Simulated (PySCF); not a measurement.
C4H11NSi.
SMILES: `C[Si@H]1CCCN1`

A PySCF run (density fitting, gas phase, GFN2-xTB geometry) gave HOMO -6.46 eV, LUMO 1.02 eV, dipole 0.48 D and E = -503.036 Eh.

Question: Which of these levels was it?
A. PBE0/pcSseg-1
B. wB97X-D/def2-SVPD
C. PBE0/def2-TZVP
D. PBE/6-311+G(2d,p)
E. PW91/pcseg-1

Answer: C. It is PBE0/def2-TZVP. All candidates on this geometry:

| level and settings | kind | basis functions | SCF cycles | E (Eh) | HOMO (eV) | LUMO (eV) | dipole (D) |
| --- | --- | --- | --- | --- | --- | --- | --- |
| PBE/6-311+G(2d,p), energy threshold 1e-11 Eh | GGA | 236 | 13 | -502.9521 | -5.15 | -0.42 | 0.48 |
| PW91/pcseg-1 | GGA | 143 | 13 | -503.1556 | -5.13 | 0.26 | 0.48 |
| PBE0/def2-TZVP | global hybrid | 258 | 13 | -503.0363 | -6.46 | 1.02 | 0.48 |
| PBE0/pcSseg-1 | global hybrid | 164 | 12 | -502.9075 | -6.44 | 1.32 | 0.50 |
| wB97X-D/def2-SVPD | range-separated hybrid | 212 | 12 | -503.0225 | -8.37 | 2.31 | 0.44 |

The nearest other candidate, by the summed differences of HOMO and LUMO, is PBE0/pcSseg-1: its HOMO differs by +0.02 eV and its LUMO by +0.30 eV. wB97X-D ran without the empirical dispersion term, which would shift the total energy alone. Cycle counts include a coarse-grid stage where the run had one. All basis functions are spherical, in the Pople sets too.
